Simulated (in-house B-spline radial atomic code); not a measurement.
A radial electron density 4πr²n(r) was computed for an atom or ion in its tabulated ground configuration with an all-electron radial atomic-structure program (B-spline basis); method: non-relativistic LDA PW92, spin-polarised, spherical fractional occupations. Columns: r (bohr), 4πr²n(r) (electrons per bohr), bar.

```
 0.00166    1.159 #
 0.00201    1.655 #
 0.00243    2.343 ##
 0.00295    3.319 ###
 0.00357    4.637 ####
 0.00432    6.415 #####
 0.00524    8.802 #######
 0.00634    11.85 #########
 0.00768    15.72 ############
  0.0093    20.39 ################
  0.0113    25.89 ####################
  0.0136    31.54 #########################
  0.0165    37.38 #############################
    0.02    42.39 #################################
  0.0242    45.71 ####################################
  0.0293    46.72 #####################################
  0.0355    45.28 ###################################
   0.043    42.25 #################################
  0.0521    39.51 ###############################
  0.0631    39.36 ###############################
  0.0764    43.14 ##################################
  0.0926    49.83 #######################################
   0.112    55.62 ############################################
   0.136    56.18 ############################################
   0.164    50.06 #######################################
   0.199     40.4 ################################
   0.241    34.11 ###########################
   0.292    34.85 ###########################
   0.354    39.35 ###############################
   0.428    40.23 ################################
   0.519    33.57 ##########################
   0.628    22.36 ##################
   0.761    12.19 ##########
   0.921    6.275 #####
    1.12    3.586 ###
    1.35    2.171 ##
    1.64    1.016 #
    1.98   0.3246 
     2.4  0.05996 
    2.91 0.005873 
    3.52 0.0002846 
    4.26 5.686e-06
```

(1) Which atom or ion is it?
A. Kr8+
B. Rb8+
C. Sr9+
D. Sr8+

## Answers

(1) D. The area under the curve, ∫4πr²n dr = ∫r·4πr²n d(ln r) on this logarithmic grid, is 30 electrons, which only this option has. The configuration is [Ar] 3d10 4s2.
